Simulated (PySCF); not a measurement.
C7H5Cl.
Numbering: `[CH:1]#[C:2][C:3]#[C:4]/[C:5]([CH3:6])=[CH:7]/[Cl:8]` (hydrogens: H9 on C1; H10, H11, H12 on C6; H13 on C7)

Level of theory: PySCF 2.14.0, PBE0/def2-SVP geometry optimisation, gas phase.

(1) Give the optimised bond lengths and angles.

## Answers

(1) 
```csv
bond,length (pm)
C1≡C2,121.8
C2–C3,136.8
C3≡C4,122.3
C4–C5,142.2
C5–C6,150.2
C5=C7,135.1
C7–Cl8,171.6
C1–H9,107.4
"C6–H10, C6–H11, C6–H12",110.0
C7–H13,109.1
```

Bonds in one row agree within 1 pm and their mean is given. A selection of angles:
```csv
angle,degrees
C2–C1–H9,180.0
C1–C2–C3,179.9
C2–C3–C4,179.5
C3–C4–C5,177.5
C4–C5–C6,117.7
C4–C5–C7,117.6
C6–C5–C7,124.7
C5–C6–H10,111.0
C5–C6–H11,110.3
H10–C6–H11,109.0
H11–C6–H12,107.2
C5–C7–Cl8,124.1
C5–C7–H13,122.0
Cl8–C7–H13,113.9
```

Dihedral angles: C4–C5–C7–Cl8 180° (antiperiplanar).

The 8 heavy atoms lie in one plane (0.001 Å rms). The C–C distances run from 1.218 Å (C1≡C2, drawn triple) to 1.502 Å (C5–C6, drawn single), a spread of 0.284 Å. Of the pairs four or more bonds apart, Cl8···H10 is among the closest relative to their van der Waals radii: 2.65 Å, 90 % of the sum of Bondi's values.

Point group: Cs (every atom within 0.08 Å of its image). Stationary, but not proved a minimum.
